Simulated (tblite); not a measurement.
Ga19H16N19 (flake GaN sheet) at step 0 of a GFN2-xTB optimisation (tblite, gas phase), coordinates in Å:

```
  1 N    -3.2159    0.9040   -0.0017
  2 Ga   -4.8261    1.8334   -0.0070
  3 N    -6.4198    0.9035    0.0009
  4 Ga   -6.4257   -0.9398   -0.0063
  5 N    -4.8239   -1.8704    0.0033
  6 Ga   -3.2241   -0.9447   -0.0027
  7 N     1.5858    3.6825   -0.0034
  8 Ga   -0.0131    4.6085    0.0014
  9 N    -1.6159    3.6787   -0.0005
 10 Ga   -1.6214    1.8300    0.0015
 11 N    -0.0186    0.9046   -0.0022
 12 Ga    1.5832    1.8288   -0.0001
 13 N     3.1844    0.9065    0.0049
 14 Ga   -0.0143   -0.9448   -0.0028
 15 N     1.5835   -1.8641    0.0001
 16 Ga    3.1859   -0.9436    0.0062
 17 N    -8.0268   -1.8673    0.0008
 18 Ga   -8.0283   -3.7226   -0.0011
 19 N    -6.4256   -4.6424    0.0024
 20 Ga   -4.8201   -3.7183    0.0026
 21 N     6.3898    0.9096    0.0014
 22 Ga    4.7891    1.8323   -0.0003
 23 N     4.7934   -1.8646    0.0065
 24 Ga    6.3879   -0.9485   -0.0016
 25 N    -1.6181   -1.8666    0.0008
 26 Ga   -1.6247   -3.7201    0.0024
 27 N    -0.0158   -4.6419   -0.0008
 28 Ga    1.5851   -3.7186    0.0011
 29 N     3.1884   -4.6438   -0.0021
 30 Ga    4.7911   -3.7188    0.0033
 31 Ga   -3.2172    4.6064   -0.0012
 32 N    -4.8248    3.6821    0.0001
 33 N     4.7890    3.6809   -0.0020
 34 Ga    3.1899    4.6045    0.0036
 35 N    -3.2196   -4.6424   -0.0034
 36 N     7.9948    3.6830   -0.0030
 37 Ga    6.3913    4.6059   -0.0042
 38 Ga    7.9952    1.8333   -0.0027
 39 H    -7.3246    1.4219   -0.0002
 40 H    -0.0213    6.1592    0.0011
 41 H    -8.9280   -1.3515    0.0037
 42 H    -9.3636   -4.4998    0.0036
 43 H    -6.4201   -5.6832   -0.0037
 44 H     7.7371   -1.7197   -0.0019
 45 H    -0.0202   -5.6825    0.0023
 46 H     3.1859   -5.6826   -0.0035
 47 H     6.1347   -4.4941   -0.0007
 48 H    -3.2211    6.1584    0.0022
 49 H    -5.7220    4.2012    0.0001
 50 H     3.1897    6.1565    0.0019
 51 H    -3.2217   -5.6915    0.0030
 52 H     8.9015    4.2021   -0.0004
 53 H     6.3917    6.1554    0.0000
 54 H     9.3332    1.0542   -0.0031
```

Question: What are the forces on the atoms (eV/Å)?

Answer: 
```
  1 N    -0.17    0.04   -0.01
  2 Ga    0.04   -0.11    0.01
  3 N    -0.72    0.45   -0.01
  4 Ga   -0.04    0.02    0.01
  5 N    -0.06    0.03   -0.01
  6 Ga    0.12    0.01    0.01
  7 N     0.02    0.10    0.00
  8 Ga   -0.04   -0.39    0.00
  9 N     0.00    0.13    0.00
 10 Ga    0.13   -0.09   -0.01
 11 N    -0.02   -0.02    0.00
 12 Ga   -0.02   -0.08    0.00
 13 N     0.02   -0.01    0.00
 14 Ga   -0.06    0.07    0.01
 15 N     0.06   -0.12    0.00
 16 Ga   -0.07    0.09   -0.01
 17 N    -0.55    0.02    0.00
 18 Ga    0.10    0.13    0.01
 19 N    -0.14   -0.59   -0.01
 20 Ga    0.06   -0.14    0.00
 21 N     0.11   -0.10    0.00
 22 Ga   -0.16   -0.09    0.00
 23 N    -0.08   -0.15    0.00
 24 Ga   -0.17    0.33    0.01
 25 N    -0.04   -0.05    0.00
 26 Ga    0.17    0.01    0.00
 27 N    -0.07   -0.69    0.00
 28 Ga   -0.15    0.01    0.00
 29 N     0.25   -0.59    0.00
 30 Ga   -0.20    0.00    0.00
 31 Ga   -0.15   -0.14    0.00
 32 N    -0.30    0.52    0.00
 33 N     0.05    0.09    0.00
 34 Ga   -0.06   -0.33   -0.01
 35 N    -0.05   -0.99    0.01
 36 N     0.66    0.37    0.00
 37 Ga    0.05    0.00    0.01
 38 Ga   -0.05    0.02    0.00
 39 H     0.85   -0.47    0.00
 40 H     0.00    0.12    0.00
 41 H     0.71   -0.33    0.00
 42 H    -0.06   -0.02    0.00
 43 H     0.04    0.86    0.01
 44 H     0.09   -0.05    0.00
 45 H     0.01    0.91    0.00
 46 H    -0.06    0.82    0.00
 47 H     0.06    0.01    0.00
 48 H     0.03    0.03    0.00
 49 H     0.61   -0.42    0.00
 50 H     0.01    0.10    0.00
 51 H     0.02    1.17    0.00
 52 H    -0.84   -0.46    0.00
 53 H    -0.03    0.07    0.00
 54 H     0.06   -0.07    0.00
```
